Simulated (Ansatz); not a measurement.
Born–Oppenheimer molecular dynamics of a periodic cell of 28 atoms, H$_{4}$CO$_{2}$ (contents 4 H2CO + 4 H2O, density as packed 0.80 g/cm³ with natural masses). It goes on from the last frame of an earlier run, with new velocities.

Computed with DFT PBEsol, scalar-relativistic, plane waves, PAW (Ansatz). Settings: cutoff 420 eV, k mesh 1x1x1, fermi-dirac smearing 0.02 eV, no spin polarisation.

```
ensemble        : NPT, Langevin
time step       : 0.5 fs
steps asked     : 400
set temperature : 700 K
friction        : 0.005 /fs
pressure        : 0 GPa
seed            : 467271
```

Frames 1 fs apart, positions in Å.

Velocities at 75.0 fs (Å/ps):

```
O 2.27 -4.15 2.02
C 3.35 -6.22 15.86
H 1.89 -20.64 -12.52
H 2.46 -24.06 -22.79
O -0.34 8.76 4.17
C 12.22 1.36 -7.14
H 12.86 2.70 -14.25
H -44.19 6.85 -12.74
O -14.56 2.63 5.32
C -1.02 0.82 -5.32
H -26.89 -1.62 -6.70
H 3.39 35.43 -16.88
O 7.64 9.06 0.71
C 11.47 1.45 -3.04
H -11.26 -25.87 -27.46
H -13.21 8.31 -9.83
O -8.22 -5.07 -1.96
H -19.88 12.43 -15.78
H -1.19 23.13 -2.18
O 10.60 10.91 -7.12
H -23.71 4.31 -10.92
H 22.83 -15.42 -6.67
O -3.59 1.53 -1.35
H 0.42 22.53 19.43
H -43.99 2.64 -19.86
O -4.91 3.87 -7.98
H 0.10 -7.63 13.86
H -55.10 -4.51 32.32
```

```xyz
28
Lattice="7.4751 0.0000 0.0000 0.0000 7.4751 0.0000 0.0000 0.0000 7.4751" Properties=species:S:1:pos:R:3 time_fs=75.0 energy_less_start_eV=0.108 T=619
O 6.316 3.936 5.392
C 6.527 2.748 5.566
H 7.151 2.021 5.018
H 5.952 2.216 6.402
O 2.836 5.582 7.147
C 2.915 6.649 6.547
H 3.852 7.255 6.781
H 2.034 7.115 6.027
O 4.511 2.741 3.255
C 3.478 3.439 3.016
H 2.696 2.914 2.394
H 3.073 4.267 3.646
O 5.547 6.606 0.297
C 5.007 5.661 0.839
H 5.219 4.653 0.438
H 4.438 5.784 1.923
O 7.267 6.392 5.968
H 7.211 5.673 5.311
H 6.653 6.293 6.723
O 2.007 6.321 2.616
H 1.785 6.619 1.727
H 2.617 6.984 2.939
O 3.393 1.883 0.438
H 2.620 1.219 0.623
H 4.102 1.365 0.946
O 0.900 0.594 0.456
H 0.331 0.536 1.273
H 0.448 0.310 -0.449
28
Lattice="7.4784 0.0000 0.0000 0.0000 7.4784 0.0000 0.0000 0.0000 7.4784" Properties=species:S:1:pos:R:3 time_fs=76.0 energy_less_start_eV=0.003 T=666
O 6.322 3.933 5.396
C 6.534 2.744 5.585
H 7.159 2.005 5.005
H 5.960 2.194 6.380
O 2.838 5.594 7.155
C 2.929 6.654 6.543
H 3.865 7.265 6.764
H 1.996 7.121 6.017
O 4.498 2.747 3.261
C 3.479 3.440 3.014
H 2.671 2.918 2.389
H 3.082 4.307 3.629
O 5.558 6.618 0.298
C 5.021 5.665 0.837
H 5.210 4.629 0.411
H 4.432 5.795 1.901
O 7.263 6.389 5.969
H 7.194 5.687 5.299
H 6.649 6.318 6.723
O 2.018 6.334 2.610
H 1.762 6.627 1.712
H 2.646 6.976 2.932
O 3.391 1.885 0.438
H 2.623 1.248 0.641
H 4.056 1.375 0.922
O 0.895 0.598 0.449
H 0.332 0.530 1.281
H 0.396 0.307 -0.408
28
Lattice="7.4818 0.0000 0.0000 0.0000 7.4818 0.0000 0.0000 0.0000 7.4818" Properties=species:S:1:pos:R:3 time_fs=77.0 energy_less_start_eV=-0.060 T=696
O 6.330 3.929 5.400
C 6.542 2.739 5.604
H 7.167 1.994 4.988
H 5.967 2.174 6.357
O 2.839 5.605 7.163
C 2.943 6.659 6.541
H 3.873 7.279 6.739
H 1.970 7.119 6.009
O 4.484 2.753 3.268
C 3.480 3.438 3.012
H 2.656 2.929 2.383
H 3.103 4.346 3.605
O 5.568 6.630 0.298
C 5.033 5.667 0.835
H 5.197 4.609 0.392
H 4.439 5.803 1.856
O 7.260 6.387 5.969
H 7.175 5.698 5.290
H 6.634 6.339 6.723
O 2.030 6.347 2.603
H 1.738 6.634 1.694
H 2.681 6.974 2.923
O 3.388 1.887 0.437
H 2.625 1.290 0.651
H 4.022 1.387 0.897
O 0.891 0.601 0.442
H 0.336 0.527 1.273
H 0.350 0.303 -0.351
28
Lattice="7.4851 0.0000 0.0000 0.0000 7.4851 0.0000 0.0000 0.0000 7.4851" Properties=species:S:1:pos:R:3 time_fs=78.0 energy_less_start_eV=-0.133 T=731
O 6.338 3.925 5.402
C 6.547 2.735 5.622
H 7.175 1.994 4.976
H 5.971 2.156 6.343
O 2.841 5.617 7.170
C 2.956 6.665 6.540
H 3.875 7.299 6.706
H 1.963 7.109 6.003
O 4.469 2.761 3.275
C 3.479 3.433 3.013
H 2.647 2.949 2.380
H 3.137 4.382 3.575
O 5.577 6.643 0.299
C 5.046 5.668 0.836
H 5.180 4.596 0.380
H 4.456 5.810 1.798
O 7.257 6.385 5.968
H 7.152 5.708 5.285
H 6.609 6.354 6.719
O 2.041 6.360 2.597
H 1.717 6.642 1.684
H 2.716 6.977 2.915
O 3.384 1.888 0.436
H 2.621 1.343 0.654
H 4.014 1.389 0.879
O 0.886 0.603 0.436
H 0.342 0.530 1.255
H 0.309 0.300 -0.283
28
Lattice="7.4885 0.0000 0.0000 0.0000 7.4885 0.0000 0.0000 0.0000 7.4885" Properties=species:S:1:pos:R:3 time_fs=79.0 energy_less_start_eV=-0.232 T=756
O 6.347 3.919 5.405
C 6.553 2.731 5.639
H 7.180 2.004 4.968
H 5.974 2.138 6.339
O 2.841 5.628 7.176
C 2.967 6.671 6.539
H 3.872 7.319 6.669
H 1.977 7.090 6.003
O 4.453 2.770 3.282
C 3.477 3.428 3.015
H 2.646 2.974 2.380
H 3.181 4.412 3.536
O 5.587 6.655 0.301
C 5.059 5.669 0.836
H 5.157 4.597 0.374
H 4.479 5.813 1.734
O 7.255 6.384 5.966
H 7.128 5.713 5.285
H 6.581 6.363 6.709
O 2.051 6.373 2.590
H 1.703 6.650 1.685
H 2.751 6.979 2.907
O 3.379 1.891 0.434
H 2.602 1.394 0.651
H 4.033 1.377 0.874
O 0.881 0.605 0.430
H 0.345 0.537 1.231
H 0.265 0.295 -0.221
28
Lattice="7.4916 0.0000 0.0000 0.0000 7.4916 0.0000 0.0000 0.0000 7.4916" Properties=species:S:1:pos:R:3 time_fs=80.0 energy_less_start_eV=-0.277 T=774
O 6.357 3.913 5.408
C 6.558 2.728 5.654
H 7.181 2.025 4.964
H 5.973 2.117 6.348
O 2.842 5.640 7.183
C 2.976 6.676 6.539
H 3.869 7.334 6.629
H 2.010 7.064 6.006
O 4.438 2.779 3.289
C 3.474 3.422 3.018
H 2.647 3.004 2.376
H 3.231 4.434 3.490
O 5.597 6.666 0.303
C 5.072 5.670 0.834
H 5.133 4.609 0.374
H 4.497 5.816 1.679
O 7.254 6.383 5.964
H 7.102 5.709 5.285
H 6.551 6.366 6.692
O 2.061 6.385 2.583
H 1.698 6.656 1.697
H 2.781 6.980 2.894
O 3.373 1.894 0.432
H 2.564 1.441 0.649
H 4.067 1.358 0.878
O 0.877 0.608 0.425
H 0.344 0.547 1.216
H 0.213 0.280 -0.172
28
Lattice="7.4946 0.0000 0.0000 0.0000 7.4946 0.0000 0.0000 0.0000 7.4946" Properties=species:S:1:pos:R:3 time_fs=81.0 energy_less_start_eV=-0.236 T=764
O 6.366 3.905 5.412
C 6.562 2.725 5.668
H 7.182 2.057 4.971
H 5.967 2.099 6.367
O 2.843 5.654 7.188
C 2.983 6.682 6.538
H 3.869 7.348 6.589
H 2.055 7.037 6.014
O 4.423 2.788 3.296
C 3.469 3.417 3.022
H 2.650 3.033 2.369
H 3.282 4.449 3.437
O 5.606 6.678 0.307
C 5.087 5.670 0.829
H 5.112 4.630 0.378
H 4.502 5.814 1.650
O 7.253 6.382 5.962
H 7.075 5.703 5.287
H 6.521 6.363 6.671
O 2.071 6.398 2.577
H 1.700 6.665 1.718
H 2.804 6.978 2.876
O 3.368 1.896 0.429
H 2.512 1.483 0.647
H 4.100 1.343 0.882
O 0.872 0.610 0.420
H 0.339 0.560 1.213
H 0.156 0.257 -0.138
28
Lattice="7.4976 0.0000 0.0000 0.0000 7.4976 0.0000 0.0000 0.0000 7.4976" Properties=species:S:1:pos:R:3 time_fs=82.0 energy_less_start_eV=-0.115 T=725
O 6.376 3.897 5.416
C 6.566 2.722 5.680
H 7.187 2.096 4.984
H 5.960 2.084 6.392
O 2.845 5.668 7.194
C 2.989 6.687 6.538
H 3.873 7.359 6.552
H 2.105 7.009 6.017
O 4.411 2.795 3.303
C 3.462 3.414 3.026
H 2.650 3.058 2.360
H 3.330 4.464 3.381
O 5.616 6.688 0.311
C 5.101 5.671 0.821
H 5.093 4.657 0.384
H 4.490 5.811 1.649
O 7.253 6.381 5.960
H 7.045 5.700 5.288
H 6.493 6.354 6.641
O 2.081 6.411 2.570
H 1.705 6.677 1.738
H 2.821 6.974 2.851
O 3.362 1.898 0.428
H 2.458 1.519 0.641
H 4.118 1.337 0.880
O 0.867 0.612 0.415
H 0.332 0.577 1.224
H 0.104 0.233 -0.115
```

Of the whole run (200 fs, mean temperature of the second half 686 K): The conserved energy stayed within 0.26 meV per atom of its start (net change -0.1 meV per atom), so the integration is sound. A run of 0.2 ps of so small a system gives no equilibrium averages. Limits of this set-up: coarse k mesh. The cell's volume went from 400 to 519 Å³.

Time of the run: 15 min on 1 thread of Arm Neoverse V2, on a shared host, peak memory 0.51 GiB.
